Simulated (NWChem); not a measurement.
System: C₂H₅ClOSi; SMILES C=CO[SiH2]Cl

NWChem printed, in part:

```
             Northwest Computational Chemistry Package (NWChem) 7.3.0
             --------------------------------------------------------

 C1  symmetry detected

                             Geometry "geometry" -> ""
                             -------------------------

 Output coordinates in angstroms (scale by  1.889725989 to convert to a.u.)

  No.       Tag          Charge          X              Y              Z
 ---- ---------------- ---------- -------------- -------------- --------------
    1 C                    6.0000     0.68351104     2.92546435     0.13525521
    2 C                    6.0000     0.21899175     1.78640821    -0.37258729
    3 O                    8.0000    -0.47921708     0.88755145     0.36640522
    4 Si                  14.0000    -0.90365389    -0.65897520    -0.06963287
    5 Cl                  17.0000     0.72062475    -1.92384585     0.04633763
    6 H                    1.0000     0.53089652     3.17716824     1.18686024
    7 H                    1.0000     1.22421536     3.62237419    -0.50557887
    8 H                    1.0000     0.36909305     1.52238739    -1.42876325
    9 H                    1.0000    -1.92668586    -1.09125110     0.90701885
   10 H                    1.0000    -1.37826536    -0.67129340    -1.47966581

 Effective nuclear repulsion energy (a.u.)     271.2103593696

                                 NWChem DFT Module
                                 -----------------

 Summary of "ao basis" -> "ao basis" (spherical)
 ------------------------------------------------------------------------------
       Tag                 Description            Shells   Functions and Types
 ---------------- ------------------------------  ------  ---------------------
 C                         def2-tzvp                11       31   5s3p2d1f
 O                         def2-tzvp                11       31   5s3p2d1f
 Si                        def2-tzvp                13       37   5s5p2d1f
 Cl                        def2-tzvp                13       37   5s5p2d1f
 H                         def2-tzvp                 4        6   3s1p

            General Information
            -------------------
          SCF calculation type: DFT
          Wavefunction type:  closed shell.
          No. of atoms     :    10
          No. of electrons :    56
           Alpha electrons :    28
            Beta electrons :    28
          Charge           :     0
          Spin multiplicity:     1
          Use of symmetry is: off; symmetry adaption is: off
          Maximum number of iterations: 150
          AO basis - number of functions:   197
                     number of shells:    79
          Convergence on energy requested:  1.00D-06
          Convergence on density requested:  1.00D-05
          Convergence on gradient requested:  5.00D-04

              XC Information
              --------------
                       M06-2X Method XC Functional
                     Hartree-Fock (Exact) Exchange  0.540
                        M06-2X Exchange Functional  1.000
                      M06-2X Correlation Potential  1.000

             Grid Information
             ----------------
          Grid used for XC integration:  medium
          Radial quadrature: Mura-Knowles
          Angular quadrature: Lebedev.
          Tag              B.-S. Rad. Rad. Pts. Rad. Cut. Ang. Pts.
          ---              ---------- --------- --------- ---------
          C                   0.70       49          12.0       434
          O                   0.60       49          10.0       434
          Si                  1.10       88          12.0       590
          Cl                  1.00       88          14.0       590
          H                   0.35       45          14.0       434
          Grid pruning is: on
          Number of quadrature shells:   548
          Spatial weights used:  Erf1

      Superposition of Atomic Density Guess
      -------------------------------------

 Sum of atomic energies:        -900.93910876

      Non-variational initial energy
      ------------------------------

 Total energy =    -903.083392
 1-e energy   =   -1781.577325
 2-e energy   =     607.283574
 HOMO         =      -0.294309
 LUMO         =       0.030979

------------------------------------------------------------
EAF file 0: "./job.aoints.0" size=665321472 bytes
------------------------------------------------------------
               write      read    awrite     aread      wait
               -----      ----    ------     -----      ----
     calls:     1269         0         0         0         0
   data(b): 6.65e+08  0.00e+00  0.00e+00  0.00e+00
   time(s): 0.00e+00  0.00e+00  0.00e+00  0.00e+00  0.00e+00
rate(mb/s): 0.00e+00  0.00e+00
------------------------------------------------------------

     ---------------------------------------------
      Total Density - Mulliken Population Analysis
     ---------------------------------------------

    Atom       Charge   Shell Charges
 -----------   ------   -------------------------------------------------------
    1 C    6     6.56   0.86  1.12  0.57  0.66  0.12  1.29  1.38  0.51  0.01  0.02  0.01
    2 C    6     5.72   0.86  1.12  0.55  0.61  0.08  1.06  1.06  0.26  0.03  0.09  0.01
    3 O    8     8.59   0.79  1.18  0.58  0.95  0.22  1.98  2.18  0.68  0.00  0.02  0.00
    4 Si  14    13.12   2.00  0.59  1.39  0.82  0.38  4.10  1.73  0.46  1.00  0.28  0.15  0.17  0.05
    5 Cl  17    17.39   2.01  0.45  1.52  1.11  0.84  4.19  1.69  1.11  2.96  1.51  0.00  0.02  0.00
    6 H    1     0.83   0.24  0.44  0.13  0.02
    7 H    1     0.82   0.23  0.44  0.12  0.02
    8 H    1     0.87   0.24  0.45  0.15  0.02
    9 H    1     1.04   0.23  0.54  0.27  0.01
   10 H    1     1.05   0.23  0.54  0.28  0.01

   convergence    iter        energy       DeltaE   RMS-Dens  Diis-err
 ---------------- ----- ----------------- --------- --------- ---------
 d= 0,ls=0.0,diis     1   -904.1039429913 -1.18D+03  3.79D-03  1.16D+00
 d= 0,ls=0.0,diis     2   -904.1337124017 -2.98D-02  2.02D-03  5.11D-01
 d= 0,ls=0.0,diis     3   -904.1754242281 -4.17D-02  5.45D-04  9.07D-02
 d= 0,ls=0.0,diis     4   -904.1831692652 -7.75D-03  1.67D-04  1.96D-03
 d= 0,ls=0.0,diis     5   -904.1833906598 -2.21D-04  4.57D-05  1.83D-04
  Resetting Diis
 d= 0,ls=0.0,diis     6   -904.1834082349 -1.76D-05  1.58D-05  2.30D-05
 d= 0,ls=0.0,diis     7   -904.1834107319 -2.50D-06  9.36D-06  3.65D-06
 d= 0,ls=0.0,diis     8   -904.1834105053  2.27D-07  5.14D-06  5.44D-06

         Total DFT energy =     -904.183410505286
      One electron energy =    -1785.390379130252
           Coulomb energy =      680.455883282843
    Exchange-Corr. energy =      -70.459274027439
 Nuclear repulsion energy =      271.210359369562

 Numeric. integr. density =       55.999994971603

                       DFT Final Molecular Orbital Analysis
                       ------------------------------------

 Vector   26  Occ=2.000000D+00  E=-3.997121D-01
              MO Center=  4.8D-01, -1.5D+00,  5.0D-02, r^2= 2.4D+00
   Bfn.  Coefficient  Atom+Function         Bfn.  Coefficient  Atom+Function
  ----- ------------  ---------------      ----- ------------  ---------------
   146      0.370038   5 Cl py              145      0.324193   5 Cl px
   149      0.241802   5 Cl py              148      0.211068   5 Cl px
   143      0.181323   5 Cl py              142      0.159575   5 Cl px
   137     -0.140921   5 Cl py              136     -0.123906   5 Cl px
    69      0.096806   3 O  py               70      0.090689   3 O  pz

 Vector   27  Occ=2.000000D+00  E=-3.816046D-01
              MO Center= -1.7D-01, -1.3D+00, -1.1D-01, r^2= 3.4D+00
   Bfn.  Coefficient  Atom+Function         Bfn.  Coefficient  Atom+Function
  ----- ------------  ---------------      ----- ------------  ---------------
   147      0.406559   5 Cl pz              150      0.276612   5 Cl pz
   144      0.201003   5 Cl pz              110     -0.157831   4 Si pz
   193      0.158570  10 H  s               138     -0.155016   5 Cl pz
   187     -0.135762   9 H  s               194      0.134087  10 H  s
    70      0.111492   3 O  pz              188     -0.111924   9 H  s

 Vector   28  Occ=2.000000D+00  E=-3.080807D-01
              MO Center=  3.3D-01,  2.1D+00, -1.1D-03, r^2= 2.3D+00
   Bfn.  Coefficient  Atom+Function         Bfn.  Coefficient  Atom+Function
  ----- ------------  ---------------      ----- ------------  ---------------
     6      0.248116   1 C  px                9      0.227226   1 C  px
    37      0.202686   2 C  px               68     -0.191471   3 O  px
    40      0.187580   2 C  px               71     -0.166842   3 O  px
    12      0.156677   1 C  px               74     -0.147006   3 O  px
     7     -0.133768   1 C  py               10     -0.128921   1 C  py

 Vector   29  Occ=0.000000D+00  E= 3.820998D-02
              MO Center= -5.1D-01,  8.6D-02, -1.3D-01, r^2= 6.7D+00
   Bfn.  Coefficient  Atom+Function         Bfn.  Coefficient  Atom+Function
  ----- ------------  ---------------      ----- ------------  ---------------
    36      0.963092   2 C  s               111     -0.852744   4 Si px
   112     -0.712791   4 Si py              194     -0.440604  10 H  s
   188     -0.396726   9 H  s               182     -0.378044   8 H  s
    13      0.357051   1 C  py               43      0.337086   2 C  px
    67      0.312837   3 O  s               113     -0.312325   4 Si pz

[...]
```

Level: M06-2X/def2-TZVP. Structure relaxed at the PBE0/def2-SVP level.

### Question
Which NWChem input produces such a log?

### Answer
One answer among several that fit: the input that was run:
```
start job
memory heap 200 mb stack 900 mb global 1100 mb
geometry units angstroms noautoz
  C      0.680638    -3.071702    -0.039003
  C     -0.059251    -2.003948     0.250128
  O     -0.174622    -0.945057    -0.590698
  Si    -0.859241     0.532441    -0.258558
  Cl     0.400094     1.677471     0.905319
  H      1.244204    -3.130686    -0.972509
  H      0.726481    -3.904092     0.663662
  H     -0.628299    -1.933445     1.187656
  H     -1.049614     1.196344    -1.566341
  H     -2.121331     0.341183     0.505739
end
basis spherical
  * library def2-tzvp
end
dft
  xc m06-2x
  iterations 150
  semidirect filesize 400000000
  mulliken
end
task dft energy
```
